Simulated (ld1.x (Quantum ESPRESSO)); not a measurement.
# Varying the TM potential for Sb (Z = 51)

Base potential:

Sb (Z = 51), norm-conserving Troullier–Martins (Kleinman–Bylander form), made with ld1.x (Quantum ESPRESSO) 7.5 (PW91, scalar-relativistic). Core [Kr], reference 4d10 5s2 5p3. Waves: 5s (bound): rc 1.85 bohr; 5p (bound): rc 2.20 bohr; 4d (bound): rc 0.85 bohr. Local part: the d channel. Core correction: a·sin(br)/r model core, default radius (core density twice the valence density).

All-electron outer shells of the reference configuration (PW91, scalar-relativistic, ld1.x):

| shell | level (eV) | outermost node (bohr) | outermost maximum (bohr) |
| --- | --- | --- | --- |
| 4s | -148.86 | 0.39 | 0.73 |
| 4p | -101.81 | 0.39 | 0.76 |
| 4d | -33.54 | 0.38 | 0.84 |
| 5s | -12.90 | 0.95 | 1.90 |
| 5p | -4.88 | 1.04 | 2.32 |

Cutoffs, loose and tight: the cutoffs (Ry, on a coarse ladder) from which the occupation-weighted sum of valence levels, in a spherical-Bessel basis at the reference potential, stays within 10 and 1 mRy of its value at 400 Ry. They do not see the model core or the augmentation charge, which bear on the density cutoff. Test errors are all-electron minus pseudo excitation energies from the reference, over the configurations 4d10 5s2 5p2; 4d10 5s2 5p1; 4d10 5s2 5p0; 4d9 5s2 5p3; 4d9 5s2 5p4; 4d10 5s1 5p0; 4d10 5s1 5p3. A dash means not determined; rows that change the core or the reference have their own tests. The largest error is taken over the tests solved by every variant that gives reliable tests at all: 4d10 5s1 5p0; 4d10 5s1 5p3; 4d10 5s2 5p0; 4d10 5s2 5p1; 4d10 5s2 5p2.

A true bound ghost makes a file unfit for plane-wave use even where its test errors are small: the radial tests pick states by their node count and pass the ghost by. Where a test does run into it, the solver fails or the error is huge.

The default core radius of the base comes out at 0.61 bohr.

| change | outcome | cutoff, loose | cutoff, tight | bound ghosts | largest test error (meV) |
| --- | --- | --- | --- | --- | --- |
| base | generated | 180 Ry | over 300 Ry | s, p | -8.6 |
| core correction a·sin(br)/r model core inside 0.36 bohr | generated | 180 Ry | over 300 Ry | s, p | -8.6 |
| core correction a·sin(br)/r model core inside 0.46 bohr | generated | 180 Ry | over 300 Ry | s, p | -8.6 |
| core correction a·sin(br)/r model core inside 0.56 bohr | generated | 180 Ry | over 300 Ry | s, p | -8.6 |
| core correction a·sin(br)/r model core inside 0.66 bohr | generated | 180 Ry | over 300 Ry | s, p | -8.5 |
| core correction a·sin(br)/r model core inside 0.80 bohr | generated | 180 Ry | over 300 Ry | s, p | -8.5 |
| core correction a·sin(br)/r model core inside 0.94 bohr | generated | 180 Ry | over 300 Ry | s, p | -8.4 |
| core correction a·sin(br)/r model core inside 1.02 bohr | generated | 180 Ry | over 300 Ry | s, p | -8.1 |

Task: What comes out with this change to the base: core correction none?

Result: outcome: generated; cutoff, loose: 180 Ry; cutoff, tight: over 300 Ry; bound ghosts: s, p; largest test error (meV): +67.
